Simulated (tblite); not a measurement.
Species: C4H6GeO.
Bonds: C1–C2 (triple), C2–C3, C3–Ge4, Ge4–C5, C5–O6 (double). Hydrogens: H7 on C1; H8, H9 on C3; H10, H11 on Ge4; H12 on C5.

Computed with GFN2-xTB (tblite), gas phase: L-BFGS steps from a force-field or distance-geometry start until the largest atomic force falls under 0.01 eV/Å.

Step 23: E = -475.7126 eV
```
atom  x, y, z in Å  |  force x, y, z in eV/Å
C1      2.6316   -0.6011   -0.4171    0.004  -0.015  -0.020
C2      1.7336    0.1442   -0.1496    0.006   0.017   0.015
C3      0.6442    1.0176    0.2068   -0.002   0.007   0.006
Ge4    -0.9468   -0.0515    0.7963   -0.010   0.022  -0.017
C5     -1.9922   -0.5902   -0.8239    0.063  -0.005   0.010
O6     -3.0873   -0.1753   -1.0746   -0.022  -0.027  -0.029
H7      3.4306   -1.2334   -0.6635    0.019  -0.011  -0.015
H8      0.3780    1.6400   -0.6515   -0.029  -0.001   0.019
H9      0.9571    1.6779    1.0183    0.001  -0.010   0.021
H10    -0.4454   -1.2728    1.5180    0.003  -0.030   0.013
H11    -1.8256    0.7223    1.7452    0.009   0.026  -0.039
H12    -1.4766   -1.2785   -1.5304   -0.041   0.026   0.036
```

Step 24: E = -475.7130 eV
```
atom  x, y, z in Å  |  force x, y, z in eV/Å
C1      2.6324   -0.6009   -0.4194    0.005  -0.012  -0.020
C2      1.7336    0.1427   -0.1498    0.011   0.015   0.008
C3      0.6451    1.0169    0.2071    0.002   0.005   0.013
Ge4    -0.9474   -0.0480    0.7969   -0.042  -0.009  -0.017
C5     -1.9929   -0.5911   -0.8235    0.048   0.007   0.008
O6     -3.0888   -0.1793   -1.0774   -0.002  -0.029  -0.014
H7      3.4330   -1.2308   -0.6673    0.013  -0.012  -0.013
H8      0.3813    1.6424   -0.6497   -0.032  -0.001   0.019
H9      0.9581    1.6733    1.0213    0.008   0.003   0.023
H10    -0.4489   -1.2730    1.5185   -0.004  -0.004   0.005
H11    -1.8283    0.7272    1.7450    0.025   0.016  -0.049
H12    -1.4759   -1.2802   -1.5278   -0.033   0.020   0.035
```

Task: Estimate the geometry and energy of step 25. (The exact step hangs on the optimiser's Hessian estimate; all steps are aligned on step 24, rigid shifts and turns removed.)

Result: E = -475.7134 eV, largest force 0.063 eV/Å
```
atom  x, y, z in Å  |  force x, y, z in eV/Å
C1      2.6331   -0.6010   -0.4220    0.002  -0.006  -0.017
C2      1.7339    0.1415   -0.1499    0.017   0.010   0.000
C3      0.6459    1.0164    0.2077    0.007  -0.001   0.020
Ge4    -0.9487   -0.0450    0.7972   -0.049  -0.037  -0.010
C5     -1.9930   -0.5917   -0.8229    0.011   0.020   0.003
O6     -3.0899   -0.1837   -1.0803    0.018  -0.025   0.006
H7      3.4355   -1.2285   -0.6713    0.003  -0.008  -0.009
H8      0.3839    1.6446   -0.6475   -0.030  -0.002   0.021
H9      0.9593    1.6689    1.0248    0.012   0.012   0.021
H10    -0.4523   -1.2733    1.5191   -0.014   0.023  -0.006
H11    -1.8306    0.7324    1.7438    0.034   0.010  -0.052
H12    -1.4758   -1.2815   -1.5246   -0.009   0.003   0.024
```

The energy changes by -0.0004 eV. The first-order estimate −F·Δx gives -0.0005 eV and the mean of the old and new forces, exact on a quadratic surface, -0.0004 eV. The step makes an angle of 72° with the force vector and moves no atom by more than 0.006 Å.

The cost below is that of the whole relaxation. Hardware: Arm Neoverse V1, one thread (shared host). Cost: 0.44 s.
